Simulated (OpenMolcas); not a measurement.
Exact exchange and the HOMO–LUMO gap of CuF (fluorocopper)

The species is CuF (2 atoms), meant as a singlet with charge 0. SMILES: `[F][Cu]`. The shape is that of a PBE0-D4/def2-TZVP optimisation.

The HOMO–LUMO gap y, in eV, basis def2-TZVPP; a is the functional's share of exact exchange. Programs: OpenMolcas 26.06.

```
functional     program     a  y (eV)
    revPBE  OpenMolcas     0    1.93
    r2SCAN  OpenMolcas     0    2.28
     B3LYP  OpenMolcas   0.2    3.88
      PBE0  OpenMolcas  0.25       ?
     BHLYP  OpenMolcas   0.5    6.93
```

Problem. Fit y = c + s·a to the known rows and predict PBE0.

Solution. 
1. Means of the 4 rows: a = 0.1750, y = 3.755.
2. Σ(Δa)² = 0.1675, Σ(Δa·Δy) = 1.6125, so the slope is 1.6125/0.1675 = 9.6269.
3. Intercept: 3.755 − (9.6269) × 0.1750 = 2.070. The largest residual of the fit is 0.21.
4. PBE0: 2.070 + (9.6269) × 0.25 = 4.48 eV.

The run gave 4.49 eV, so the prediction is off by -0.01 eV, within the scatter of the fit. Exact exchange lowers occupied levels and raises empty ones. The rows mix families of semi-local functionals, which the line can't see.
